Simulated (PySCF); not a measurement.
A structure optimised at GFN2-xTB (Å):
```
atom  x, y, z in Å
C1     4.6589    0.4879    0.6946
C2     3.3333   -0.0117    0.4229
C3     2.2252   -0.4101    0.1683
P4     0.6110   -1.0790   -0.0859
O5     0.2667   -2.1969    0.7940
C6    -0.4988    0.3699    0.0364
C7    -1.9543   -0.0881    0.0777
C8    -2.3017   -0.8423   -1.2000
C9    -2.8864    1.1026    0.2842
H10    4.6148    1.5509    0.9309
H11    5.2955    0.3432   -0.1781
H12    5.0870   -0.0483    1.5410
H13    0.6715   -1.4107   -1.4377
H14   -0.2334    0.8816    0.9680
H15   -0.3141    1.0525   -0.7948
H16   -2.0609   -0.7779    0.9225
H17   -1.6731   -1.7285   -1.2882
H18   -2.1487   -0.2116   -2.0746
H19   -3.3407   -1.1637   -1.1840
H20   -3.9176    0.7666    0.3618
H21   -2.6323    1.6410    1.1947
H22   -2.8122    1.7919   -0.5551
```

Charge 0, singlet.

Q: Which heavy atoms are bonded, and with what formal order?

A: C1–C2 1.44 Å (single); C2–C3 1.20 Å (triple); C3–P4 1.77 Å (single); P4–O5 1.46 Å (double); P4–C6 1.83 Å (single); C6–C7 1.53 Å (single); C7–C8 1.52 Å (single); C7–C9 1.53 Å (single). Bonds to hydrogen (Å): C1–H10 1.09; C1–H11 1.09; C1–H12 1.09; P4–H13 1.39; C6–H14 1.10; C6–H15 1.09; C7–H16 1.10; C8–H17 1.09; C8–H18 1.09; C8–H19 1.09; C9–H20 1.09; C9–H21 1.09; C9–H22 1.09. The orders are those of one drawing; other resonance forms can be drawn.

Q: Write the SMILES.

A: `CC#C[P@@H](=O)CC(C)C`, C7H13OP. Among its features: alkyne, phosphine oxide and P=O bond.

Q: What is the point group of this geometry?

A: C1 (no symmetry element, even within 0.4 Å).

Q: Describe the place of each heavy atom.

A: C1: propargylic carbon; C2: alkyne carbon; C3: alkyne carbon; P4: phosphoryl phosphorus; O5: phosphoryl oxygen; C6: sp3 carbon bound to phosphorus; C7: sp3 CH carbon; C8: methyl carbon; C9: methyl carbon.

Q: What is the arrangement about C6?

A: It has 4 neighbours (P4, C7, H14, H15) and is tetrahedral (angles from 106.2° to 111.7°).

Q: What is the arrangement about C2?

A: It has 2 neighbours (C1, C3) and is linear (angle 178.4°).

All values are computed, not measured.
